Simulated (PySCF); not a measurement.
Sn(H)2(vinyl)(OMe) (C₃H₈OSn), SMILES C=[CH][SnH2][O]C.

Geometry optimised at PBE0-D3(BJ)/def2-SVP. The def2 effective core potentials stand for the cores of Sn; spin–orbit coupling is left out. The values are those of a single conformer.

Vertical ionisation energy (IE) and electron affinity (EA) in eV. Rows of orbital energies are one-electron estimates. Where ΔSCF, EOM or ADC give a negative EA the extra electron is unbound and the value depends on the basis.

```tsv
level	IE	EA
−ε(HOMO), −ε(LUMO), CAM-B3LYP/def2-TZVP (PySCF)	8.76	-0.28
−ε(HOMO), −ε(LUMO), PBE/def2-TZVP (PySCF)	[?]	[?]
```

Task: Some entries are withheld; supply them. (An estimate is asked for; the answer gives what the named calculation found.)

Result: 
- −ε(HOMO), −ε(LUMO), PBE/def2-TZVP (PySCF), IE: 5.77
- −ε(HOMO), −ε(LUMO), PBE/def2-TZVP (PySCF), EA: 1.74
